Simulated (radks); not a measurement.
The gold anion Au- inside a hard spherical wall (all orbitals vanish at R), configuration held at [Hg] and not refilled when levels cross. Calculated with a radial shooting solver on a logarithmic mesh with Libxc functionals: scalar-relativistic Kohn-Sham, LDA (Slater exchange, Perdew-Wang correlation), spin-polarised, spherical densities, point nucleus. Eigenvalues in eV for spin up, with the zero of energy where the potential of the charges vanishes at infinity; a dash marks a level that is unbound or too diffuse for the functional's potential to be trusted. A positive occupied level is held by the wall or, in an anion where self-interaction has pushed it up, behind a barrier. The pressure on the wall is -dE/dV.

R (bohr)  E (hartree)  kinetic (hartree)    e(4f)    e(5p)   e(5d)   e(6s)  e(6p, empty)  e(7s, empty)  pressure (GPa)
12        -19001.4660          21260.579  -74.550  -52.938   0.002   0.326         3.732         4.325         0.00472
10        -19001.4646          21260.589  -74.439  -52.825   0.112   0.428         4.281         5.754          0.0323
8         -19001.4573          21260.635  -74.073  -52.456   0.466   0.769         5.297         8.799           0.286
6         -19001.4081          21260.898  -72.680  -51.081   1.747   2.107         7.959        17.064            3.85
3.5       -19000.2767          21265.687  -60.117  -39.653  12.409  16.129        28.665        74.109             335
3         -18998.8696          21271.164  -50.791  -31.792  20.403  28.773        45.814        115.80            1120
2.5       -18995.1413          21285.226  -33.403  -17.705  36.115  56.958        82.185        196.92            4550
2         -18983.3488          21327.880    2.306   12.067  72.228  130.13        170.17        376.12           24500
